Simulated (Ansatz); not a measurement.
Reaction (cleavage of the B–Si bond): `C#C[SiH2]B(C)F` + `C=N` → `C=NB(C)F` + `C#C[SiH3]`

Gas-phase electronic energies from Ansatz, PBE0-D4/def2-TZVP geometries. CCSD(T)/CBS is the MP2 limit (def2-TZVPP, def2-QZVPP) plus CCSD(T) − MP2 in def2-TZVPP, frozen cores. This one scheme is used for every species. Functionals use def2-TZVPP. B3LYP here is the variant with VWN-RPA as its local correlation; programs differ in this. Each species was taken in one conformer, which may not be the lowest.

```
             level  ΔE (kJ/mol)  difference from CCSD(T)/CBS
            PBE-D4       -103.6                          0.5
         r2SCAN-D4       -111.4                         -7.3
           PBE0-D4       -105.2                         -1.1
          B3LYP-D4       -112.9                         -8.8
           ωB97X-V       -104.1                          0.0
           ωB97M-V       -109.6                         -5.5
            B2PLYP       -114.0                         -9.9
               PBE       -105.8                         -1.7
            r2SCAN       -112.2                         -8.1
              PBE0       -107.3                         -3.2
             B3LYP       -116.4                        -12.3
     HF/def2-TZVPP       -116.8                        -12.7
    MP2/def2-TZVPP       -111.5                         -7.4
SCS-MP2/def2-TZVPP       -110.9                         -6.8
   CCSD/def2-TZVPP       -105.6                         -1.5
CCSD(T)/def2-TZVPP       -104.2                         -0.1
     HF/def2-QZVPP       -117.1                        -13.0
    MP2/def2-QZVPP       -111.5                         -7.4
SCS-MP2/def2-QZVPP       -110.9                         -6.8
      HF/CBS(def2)       -117.2                        -13.1
     MP2/CBS(def2)       -111.3                         -7.2
    CCSD/CBS(def2)       -105.5                         -1.4
       CCSD(T)/CBS       -104.1                            0
```

Largest T1 diagnostic among the species: 0.013.

In def2-TZVPP, CCSD(T) changes the Hartree–Fock value by +12.6 kJ/mol (the triples alone add +1.4 kJ/mol) and MP2 by +5.3 kJ/mol. The D4 term adds +3.5 kJ/mol with B3LYP and +2.2 kJ/mol with PBE0; it sums over pairs of atoms, weighted by their polarisabilities, and B3LYP, whose exchange is more repulsive, gets the larger term.
